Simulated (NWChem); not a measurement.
System: SiHCl, singlet; SMILES [SiH]Cl

The following NWChem deck was run.

```
start job
memory heap 200 mb stack 700 mb global 900 mb
geometry units angstroms noautosym nocenter noautoz
  Si    -0.108407    -1.113810     0.000000
  H      1.410819    -1.314018     0.000000
  Cl    -0.010457     0.994351     0.000000
end
basis spherical
  * library pcsseg-2
end
dft
  xc pbe0
  iterations 150
end
property
  shielding
end
task dft property
```

Excerpt of the output:

```
             Northwest Computational Chemistry Package (NWChem) 7.3.0
             --------------------------------------------------------

                             Geometry "geometry" -> ""
                             -------------------------

 Output coordinates in angstroms (scale by  1.889725989 to convert to a.u.)

  No.       Tag          Charge          X              Y              Z
 ---- ---------------- ---------- -------------- -------------- --------------
    1 Si                  14.0000    -0.10840700    -1.11381000     0.00000000
    2 H                    1.0000     1.41081900    -1.31401800     0.00000000
    3 Cl                  17.0000    -0.01045700     0.99435100     0.00000000

 Effective nuclear repulsion energy (a.u.)      67.8301074543

                              NWChem Property Module
                              ----------------------

  itol2e modified to match energy
  convergence criterion.

                                 NWChem DFT Module
                                 -----------------

 Summary of "ao basis" -> "ao basis" (spherical)
 ------------------------------------------------------------------------------
       Tag                 Description            Shells   Functions and Types
 ---------------- ------------------------------  ------  ---------------------
 Si                         pcsseg-2                15       43   5s7p2d1f
 H                          pcsseg-2                 6       14   3s2p1d
 Cl                         pcsseg-2                15       43   5s7p2d1f

  itol2e modified to match energy
  convergence criterion.

            General Information
            -------------------
          SCF calculation type: DFT
          Wavefunction type:  closed shell.
          No. of atoms     :     3
          No. of electrons :    32
           Alpha electrons :    16
            Beta electrons :    16
          Charge           :     0
          Spin multiplicity:     1
          Use of symmetry is: off; symmetry adaption is: off
          Maximum number of iterations: 150
          AO basis - number of functions:   100
                     number of shells:    36
          Convergence on energy requested:  1.00D-07
          Convergence on density requested:  1.00D-05
          Convergence on gradient requested:  5.00D-04

[...]

          -----------------------------------------
          Chemical Shielding Tensors (GIAO, in ppm)
          -----------------------------------------

                                NWChem CPHF Module
                                ------------------

  scftype          =     RHF
  nclosed          =       16
  nopen            =        0
  variables        =     1344
  # of vectors     =        3
  tolerance        = 0.10D-03
  level shift      = 0.00D+00
  max iterations   =       50
  max subspace     =       30

 SCF residual:    8.2797157417803782E-005

Iterative solution of linear equations
  No. of variables     1344
  No. of equations        3
  Maximum subspace       30
        Iterations       50
       Convergence  1.0D-04

   iter   nsub   residual    time
   ----  ------  --------  ---------
     1      3    1.39D+00      90.1
     2      6    7.20D-02     106.7
     3      9    3.13D-03     122.1
     4     12    1.15D-04     138.0
     5     15    9.57D-06     154.0

      Atom:    1  Si
        Diamagnetic
    869.4217     -0.4892     -0.0000
     -0.4892    880.0497      0.0000
     -0.0000      0.0000    872.3430

        Paramagnetic
   -931.5516    500.5099      0.0000
    500.5099  -1870.4225      0.0000
      0.0000      0.0000   -591.8123

        Total Shielding Tensor
    -62.1300    500.0207      0.0000
    500.0207   -990.3728      0.0000
      0.0000      0.0000    280.5307

           isotropic =    -257.3240
          anisotropy =   -1426.7268

          Principal Components and Axis System
                 1           2           3
            -1208.4752    280.5307    155.9724

      1        -0.3998      0.0000      0.9166
      2         0.9166      0.0000      0.3998
      3         0.0000      1.0000     -0.0000

      Atom:    2  H
        Diamagnetic
     34.7840     -4.2331     -0.0000
     -4.2331     26.6894      0.0000
     -0.0000      0.0000     22.1247

        Paramagnetic
    -11.9482      7.0685     -0.0000
      7.0685     -9.5659      0.0000
     -0.0000      0.0000     -1.0162

        Total Shielding Tensor
     22.8358      2.8355     -0.0000
      2.8355     17.1234      0.0000
     -0.0000      0.0000     21.1084

           isotropic =      20.3559
          anisotropy =       5.4725

          Principal Components and Axis System
                 1           2           3
               24.0042     21.1084     15.9550

      1         0.9246      0.0000     -0.3810
      2         0.3810      0.0000      0.9246
      3        -0.0000      1.0000     -0.0000

      Atom:    3  Cl
        Diamagnetic
   1145.9168     -0.1065     -0.0000
     -0.1065   1152.2572      0.0000
     -0.0000      0.0000   1146.2900

        Paramagnetic
  -1366.3903    317.2347     -0.0000
    317.2347  -1029.6679      0.0000
     -0.0000      0.0000     10.7047

        Total Shielding Tensor
   -220.4736    317.1282     -0.0000
    317.1282    122.5892      0.0000
     -0.0000      0.0000   1156.9947

           isotropic =     353.0368
          anisotropy =    1205.9369

          Principal Components and Axis System
                 1           2           3
             1156.9947   -409.4881    311.6037

      1         0.0000      0.8590      0.5120
      2         0.0000     -0.5120      0.8590
      3         1.0000      0.0000     -0.0000
```

Level: PBE0/pcSseg-2, GIAO. Low-valent species are run as closed-shell singlets; no triplet was tried in these runs. Geometry: optimised at B3LYP/6-31G* (spherical d). The printed shielding anisotropy is the first printed principal value minus the mean of the other two.
